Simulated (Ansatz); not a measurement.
```yaml
atoms:
  - { symbol: Si, position_ang: [-0.1392, -0.1139, -0.5608] }
  - { symbol: O, position_ang: [-0.0660, 0.0574, 1.0870] }
```

Basis set: cc-pVDZ (spherical functions). Correlated methods keep 6 orbitals frozen. Charge 0, multiplicity 1.

Computed with Ansatz (development build ahead of 0.2.0); each method stands on the lowest determinant of its kind that the runs found. Restricted open shells among the atoms or ions are ROHF, correlated in semicanonical orbitals with singles.

(1) Give the atomization energy at this shape (free ground-state atoms in the same class of orbitals less the molecule, no zero-point energy) of singlet SiO by RHF-MP2, RHF.

Answers

(1)

```csv
method,atomization energy
RHF-MP2,708.1 kJ/mol
RHF,350.0 kJ/mol
```

Caution: the shape is not the minimum.
